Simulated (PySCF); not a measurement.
# Cost of excited-state runs on `InChI=1S/C3H9BFP/c1-2-3(5)4-6/h2-3H,1,4H2,6H3/t3-/m1/s1`

Structure with atom numbers: `[CH2:1]=[CH:2][C@@H:3]([F:4])[BH2-:5][PH3+:6]`. Each H is labelled by its parent atom. Ha(C1) is cis to C3; Ha(B5) is pro-R; Hb(B5) is pro-S; Hb(C1) is trans to C3.

PySCF with density fitting, on 1 thread of an Arm Neoverse N1, shared host. Command: `OMP_NUM_THREADS=1 python excited_run.py task.json out`

**Question.** How long does each of these runs take, and how much memory?
- magnetisability and related constants, PBE/pcSseg-0; usual settings
- magnetisability and related constants, wB97X-D/pcSseg-1; isotopologues
- magnetisability and related constants, wB97X/pcseg-1; usual settings

**Answer.** 
```
                                  run             level  basis functions  wall time  peak memory (GiB)
magnetisability and related constants      PBE/pcSseg-0               76       16 s               0.43
magnetisability and related constants  wB97X-D/pcSseg-1              154       43 s               0.82
magnetisability and related constants     wB97X/pcseg-1              133       35 s               0.64
```
Times from a shared host are rough.
